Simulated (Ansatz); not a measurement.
Relaxation of ClH₅O₄Sn (11 atoms, charge 0, multiplicity 1), to a largest force component of 0.03 eV/Å in at most 50 steps.

All numbers below come from Ansatz, RKS LDA/def2-SVP.

```xyz
11
Properties=species:S:1:pos:R:3:forces:R:3
Sn 0.589 0.120 -0.261 0.08 0.32 0.90
O -1.018 0.007 2.436 0.59 0.25 -0.44
H -1.464 0.511 1.705 0.01 -0.03 -0.05
O 1.300 0.059 -2.080 0.02 -0.01 -0.04
H 1.880 -0.726 -2.176 0.00 0.01 -0.01
O -1.096 1.153 -0.143 0.05 0.05 0.10
H -1.625 1.092 -0.959 -0.12 0.00 -0.13
O 0.232 -1.600 0.586 -0.03 -0.01 0.02
H -0.285 -1.264 1.390 0.01 -0.03 0.06
Cl 1.856 1.404 1.309 -0.25 -0.29 -0.42
H -0.213 0.570 2.592 -0.34 -0.26 0.03
```

Question: Where does it end, and by what steps?

Answer: The forces met the threshold. After 13 steps the energy has fallen by 0.296 eV; H9 moved furthest, 0.74 Å. Joined: Sn1–O2 (3.14 → 2.37 Å).

| step | energy less start (eV) | largest force component (eV/Å) | accepted |
| --- | --- | --- | --- |
| 0 | 0.0000 | 0.897 | yes |
| 1 | -0.1143 | 0.557 | yes |
| 2 | -0.1504 | 0.544 | yes |
| 3 | -0.1905 | 0.614 | yes |
| 4 | -0.2279 | 0.704 | yes |
| 5 | -0.2570 | 0.456 | yes |
| 6 | -0.2357 | 0.606 | no |
| 7 | -0.2823 | 0.142 | yes |
| 8 | -0.2837 | 0.190 | yes |
| 9 | -0.2904 | 0.125 | yes |
| 10 | -0.2926 | 0.080 | yes |
| 11 | -0.2944 | 0.097 | yes |
| 12 | -0.2954 | 0.081 | yes |
| 13 | -0.2960 | 0.020 | yes |

```xyz
11
Properties=species:S:1:pos:R:3
Sn 0.437 0.082 0.085
O -0.831 0.194 2.081
H -1.458 0.719 1.493
O 1.080 0.134 -1.776
H 1.543 -0.707 -1.968
O -1.266 1.095 -0.154
H -1.449 1.317 -1.088
O 0.462 -1.845 0.473
H 0.016 -1.938 1.342
Cl 1.891 1.409 1.382
H -0.266 0.865 2.530
```

Whether the end is a true minimum wasn't checked by a vibrational analysis.

Time of the run: 26 s on 4 threads of Intel(R) Xeon(R) Platinum 8259CL CPU @ 2.50GHz (Skylake/Cascade Lake), on a shared host, peak memory 0.2 GiB.
